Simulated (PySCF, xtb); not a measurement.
Cl3H2HfN, SMILES [NH2][Hf]([Cl])([Cl])[Cl], multiplicity 1.

GFN2-xTB in xtb 6.7.1 at its own geometry gives an orbital gap of 2.49 eV and a dipole moment of 4.44 D.

Geometry optimised at B3LYP-D3(BJ)/def2-SVP. The spin state was assumed, not searched. The structure was generated by enumeration; whether it is a known compound was not checked. The def2 effective core potentials stand for the cores of Hf; spin–orbit coupling is left out. Other conformers were not sampled.

What does PySCF with r2SCAN/def2-TZVP give? (Estimate from the structure and the level; the computed values follow.)

gap 4.84 eV (levels -7.27 and -2.43 eV), dipole 2.76 D.
